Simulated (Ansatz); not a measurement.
Geometry optimisation, RKS CAM-B3LYP-D4/def2-SVP in Ansatz 0.2.0.

Input file:

```yaml
crystal:
  periodic: [false, false, false]
  atoms:
    - { symbol: B, position_ang: [-0.026129, 0.260262, -0.058235] }
    - { symbol: F, position_ang: [-0.02234, 0.412031, 1.25443] }
    - { symbol: F, position_ang: [1.114325, 0.113764, -0.672713] }
    - { symbol: Cl, position_ang: [-1.526402, 0.355513, -0.938638] }
    - { symbol: Cl, position_ang: [-0.192052, -2.616094, 0.976498] }
    - { symbol: H, position_ang: [-0.235802, -1.614775, 1.850258] }
basis:
  gaussian: { orbitals: def2-SVP }
hamiltonian:
  xc: cam_b3lyp
  dispersion: d4
relax:
  f_tol: 0.03
  max_steps: 50
```

Command:

```bash
$ ansatz run input.yaml --threads 2 --pin off --max-ram 3072MiB --backend cpu --events-out ev --progress --plain --runs-dir out
```

Task: Where does it end, and by what steps?

Result: It converged. After 6 steps the energy has fallen by 0.041 eV; H6 moved furthest, 0.26 Å.

| step | energy less start (eV) | largest force component (eV/Å) | accepted |
| --- | --- | --- | --- |
| 0 | 0.0000 | 0.977 | yes |
| 1 | -0.0290 | 0.475 | yes |
| 2 | -0.0160 | 0.559 | no |
| 3 | -0.0362 | 0.188 | yes |
| 4 | -0.0402 | 0.169 | yes |
| 5 | -0.0413 | 0.115 | yes |
| 6 | -0.0415 | 0.003 | yes |

```xyz
6
Properties=species:S:1:pos:R:3
B -0.041 0.307 -0.087
F -0.054 0.512 1.213
F 1.105 0.097 -0.679
Cl -1.517 0.417 -1.006
Cl -0.212 -2.603 0.975
H -0.169 -1.819 1.996
```

Whether the end is a true minimum wasn't checked by a vibrational analysis.

Run time: 24 s on 2 threads of Arm Neoverse N1 (shared host), peak memory 0.18 GiB.
